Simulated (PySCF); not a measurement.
Job file and geometry (Å, from GFN2-xTB) of an NMR shielding run on `C=C[Si@@](C)(F)S[SiH3]`, C3H9FSSi2, GIAO PBE0/pcSseg-1 NMR shielding, non-relativistic, gas phase (PySCF); density fitting, a coarse starting grid and PySCF grid level 2 are the driver's defaults:

```
$ OMP_NUM_THREADS=1 python probes_run.py task.json out

{"job": {"kind": "nmr", "xc": "PBE0", "basis": "pcSseg-1"}, "charge": 0, "multiplicity": 1}
C     -1.371830    -1.797412     0.215345
C     -1.287871    -0.573650     0.714640
Si    -0.260188     0.815610    -0.027242
C     -1.191439     2.028941    -1.134078
F      0.306007     1.643521     1.253614
S      1.440080     0.061714    -1.112685
Si     2.612465    -0.864966     0.428537
H     -1.973941    -2.568944     0.669554
H     -0.833190    -2.079904    -0.675268
H     -1.845737    -0.337294     1.612430
H     -2.053136     2.438592    -0.616218
H     -1.540519     1.546520    -2.040817
H     -0.549330     2.855344    -1.424448
H      3.002134     0.144579     1.401764
H      1.801193    -1.908826     1.045721
H      3.737701    -1.394882    -0.322261
```

Question: Write the output of this run.

Answer: 
```
coarse grid: 14800 points
cycle   1  E = -1196.0405731361  dE =  4.373e-01  |g| = 6.526e-01  |ddm| = 3.610e+00
cycle   2  E = -1195.9969500731  dE =  4.362e-02  |g| = 8.735e-01  |ddm| = 1.204e+00
cycle   3  E = -1196.1249411645  dE = -1.280e-01  |g| = 9.983e-02  |ddm| = 6.921e-01
cycle   4  E = -1196.1268127469  dE = -1.872e-03  |g| = 2.568e-02  |ddm| = 1.009e-01
cycle   5  E = -1196.1269452771  dE = -1.325e-04  |g| = 4.255e-03  |ddm| = 2.403e-02
cycle   6  E = -1196.1269479536  dE = -2.677e-06  |g| = 2.778e-03  |ddm| = 5.702e-03
final grid: 129176 points
cycle   7  E = -1196.1743762255  dE = -2.224e-05  |g| = 8.874e-03  |ddm| = 2.375e-02
cycle   8  E = -1196.1743576140  dE =  1.861e-05  |g| = 1.208e-02  |ddm| = 1.906e-02
cycle   9  E = -1196.1743956121  dE = -3.800e-05  |g| = 1.772e-03  |ddm| = 1.166e-02
cycle  10  E = -1196.1743964152  dE = -8.030e-07  |g| = 1.885e-04  |ddm| = 1.425e-03
cycle  11  E = -1196.1743964240  dE = -8.789e-09  |g| = 4.558e-05  |ddm| = 2.455e-04
cycle  12  E = -1196.1743964245  dE = -5.402e-10  |g| = 1.778e-05  |ddm| = 7.160e-05
converged SCF energy = -1196.1743964245

GIAO shielding tensors (ppm)
atom      isotropic    diamagn.    paramagn.     s11        s22        s33       span
  0 C       39.688     255.878    -216.190    -88.359     36.600    170.823    259.182
  1 C       46.313     264.931    -218.619    -68.609     42.170    165.377    233.986
  2 Si     318.393     880.649    -562.257    295.241    314.290    345.647     50.406
  3 C      182.951     255.458     -72.507    173.043    180.593    195.216     22.173
  4 F      333.223     471.845    -138.622    302.655    340.926    356.089     53.435
  5 S      771.309    1062.580    -291.272    671.784    758.873    883.270    211.486
  6 Si     408.737     880.254    -471.518    373.014    403.028    450.168     77.154
  7 H       25.090      29.504      -4.415     22.084     24.874     28.311      6.227
  8 H       25.383      33.548      -8.166     20.944     24.837     30.368      9.423
  9 H       25.338      32.113      -6.775     23.423     25.146     27.446      4.023
 10 H       31.121      29.700       1.421     26.515     28.242     38.607     12.091
 11 H       31.435      31.256       0.179     27.052     29.506     37.747     10.695
 12 H       30.927      29.780       1.146     26.350     28.902     37.528     11.177
 13 H       26.929      29.304      -2.375     22.404     25.467     32.915     10.511
 14 H       27.057      30.294      -3.237     22.445     26.711     32.014      9.570
 15 H       27.170      28.937      -1.766     23.144     24.708     33.658     10.514
```

Question: Turn these shieldings into chemical shifts. Referencing at the same level of theory: 13C (σref 186.93) and 29Si (σref 349.16) and 1H (σref 31.72) against TMS; CFCl3 for 19F (σref 170.95); 33S (σref 503.73) vs CS2.

Answer: Averaging equivalent atoms: C 0: 147.2; C 1: 140.6; C 3: 4.0; Si 2: 30.8; Si 6: -59.6; F 4: -162.3; S 5: -268; H 7: 6.63; H 9: 6.38; H 8: 6.33; H 13/14/15: 4.66; H 10/11/12: 0.56 ppm. Unscaled 19F shifts against computed CFCl3 carry errors that often reach 10 to 50 ppm.

Size and cost of the density-fitted run: 185 basis functions, 42 s wall time on 1 thread of an Arm Neoverse N1, shared host; peak memory 0.83 GiB.
